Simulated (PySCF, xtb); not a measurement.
Ga(I)2(OH) (GaHI2O), SMILES [OH][Ga]([I])[I]. The values are those of a single conformer.

Harmonic wavenumbers (cm⁻¹) from GFN2-xTB (xtb 6.7.1) at its own minimum, in rising order: 62, 101, 136, 213, 325, 331, 446, 587, 3639.

What does PBE-D3(BJ)/def2-SVP (PySCF) give at its own minimum? (Estimate from the structure and the level; the computed values follow.)

63, 120, 137, 198, 286, 338, 682, 814, 3711. Paired by order, the mean absolute difference is 69 cm⁻¹ and the zero-point energies are 8.3 and 9.1 kcal/mol.
